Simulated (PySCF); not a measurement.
## Electron correlation in Si (silicon, neutral)

Starting occupation: [Ne] 3s2 3p2, 3p1/2 with m_j = -1/2, +1/2. Calculation: PySCF 2.14, in x2c-TZVPall-2c; X2C-1e with screened-nucleus spin-orbit coupling, Gaussian nucleus. Frozen: [Ne]; 4 electrons correlated; the 6 highest virtual spinors left out.

MP2 pair energies summed by pair of shells (mhartree):

```csv
pair,energy,share (%)
3p-3s,-35.96,62.4
3s-3s,-15.97,27.7
3p-3p,-5.66,9.8
```

Total MP2 correlation energy: -57.59 mhartree.

The GHF reference relaxed away from the jj start to a determinant that is no pure jj level (⟨S²⟩ = 2.00, ⟨J²⟩ = 1.89); the energies belong to that determinant.
